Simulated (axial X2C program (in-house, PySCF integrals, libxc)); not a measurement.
# Ionising the radicals of a process plasma

Calculated with an axial X2C code built on PySCF integrals, spin-free (one-electron X2C) or two-component (2c: spin–orbit coupling with atomic mean-field Coulomb and Gaunt terms, which also bring small scalar terms), in Dyall basis sets with cores contracted in-house; open shells are unrestricted.

Level PBE0, 2c. Basis sets: Al dyall-v3z, As dyall-cv3z, B dyall-v3z, Br dyall-cv3z, C dyall-v3z, Cl dyall-av3z, F dyall-av3z, Ga dyall-cv3z, Ge dyall-cv3z, Mo dyall-cv3z, N dyall-av3z, O dyall-av3z, P dyall-v3z, Ta dyall-cv3z.

| species | state | ion state | adiabatic IE with zero-point terms (eV) | D0 (eV) | D0 of the ion (eV) |
| --- | --- | --- | --- | --- | --- |
| AlB | Ω = 1 (⟨Sz⟩ = 1.00, ⟨Lz⟩ = 0.00 at PBE0) | Ω = 1/2 (⟨Sz⟩ = 0.50, ⟨Lz⟩ = 0.00 at PBE0) | 7.21 | 2.07 | 0.94 |
| GeCl | Ω = 1/2 (⟨Sz⟩ = -0.50, ⟨Lz⟩ = 1.00 at PBE0) | Ω = 0 (closed shell) | 7.39 | n/a | n/a |
| MoP | Ω = 3/2 (⟨Sz⟩ = 1.50, ⟨Lz⟩ = 0.00 at PBE0) | Ω = 1 (⟨Sz⟩ = 1.00, ⟨Lz⟩ = 0.00 at PBE0) | 7.52 | n/a | n/a |
| TaN | Ω = 0 (closed shell) | Ω = 1/2 (⟨Sz⟩ = 0.50, ⟨Lz⟩ = 0.00 at PBE0) | 8.23 | n/a | n/a |
| AsF | Ω = 1 (⟨Sz⟩ = 1.00, ⟨Lz⟩ = 0.00 at PBE0) | Ω = 1/2 (⟨Sz⟩ = -0.50, ⟨Lz⟩ = 1.00 at PBE0) | 9.42 | 4.14 | n/a |
| GaO | Ω = 1/2 (⟨Sz⟩ = 0.50, ⟨Lz⟩ = 0.00 at PBE0) | Ω = 2 (⟨Sz⟩ = 1.00, ⟨Lz⟩ = 1.00 at PBE0) | 9.96 | n/a | n/a |
| AsC | Ω = 1/2 (⟨Sz⟩ = 0.50, ⟨Lz⟩ = 0.00 at PBE0) | Ω = 2 (⟨Sz⟩ = 1.00, ⟨Lz⟩ = 1.00 at PBE0) | 10.16 | 4.28 | n/a |
| Br₂ | Ω = 0 (closed shell) | Ω = 3/2 (⟨Sz⟩ = 0.50, ⟨Lz⟩ = 1.00 at PBE0) | 10.28 | 2.04 | 3.51 |
| BN | Ω = 2 (⟨Sz⟩ = 1.00, ⟨Lz⟩ = 1.00 at PBE0) | Ω = 3/2 (⟨Sz⟩ = 1.50, ⟨Lz⟩ = 0.00 at PBE0) | 11.09 | 4.59 | n/a |

Problem. Which of these can a metastable argon atom (³P2, 11.55 eV, NIST) ionise on energy grounds?

Solution. At PBE0, 2c, IE lies below 11.55 eV for AlB, GeCl, MoP, TaN, AsF, GaO, AsC, Br₂, BN.

Problem. Which of these can a metastable xenon atom (³P2, 8.32 eV, NIST) ionise on energy grounds?

Solution. At PBE0, 2c, IE lies below 8.32 eV for AlB, GeCl, MoP, TaN. Within the error of the method (some tenths of an eV) the answer is open for TaN.

Problem. Give the threshold for dissociative ionisation to the lowest fragments, IE + D0(ion).

Solution. At PBE0, 2c: AlB → Al+ + B: 8.15 eV; Br₂ → Br+ + Br: 13.79 eV.

Each entry is the lowest single determinant of a limited PBE0 search at one distance. De goes to single-determinant-based atoms at the same level (for ions the charge split of lowest energy) and is withheld (n/a) where an atom does not fit its ground term or J level. Main or longest-lived isotopes. One determinant is a doubtful description, or other states lie close, for AlB, MoP, MoP⁺, TaN, TaN⁺, AsF, GaO⁺, AsC, AsC⁺, BN, BN⁺; these need not be ground states, and all values refer to the states named. Some open-shell Ω = 0 determinants are out of reach, so the Ω given for AlB, MoP⁺, AsF, GaO⁺, AsC⁺, BN need not be the lowest component. With several unpaired electrons the Ω given is that of one determinant, not necessarily of the lowest component. Some light 2c atoms are not at their ground J level, so De misses part of their lowering (0.04 eV or less). The functionals have no current term, which raises determinants with orbital currents. Where the atoms have a lower orbital projection than the molecule, De at mean-field level may be about a tenth of an eV too small. These values were not checked against measured ones; errors of some tenths of an eV are usual, and D0 of doubtful transition-metal species is not given.
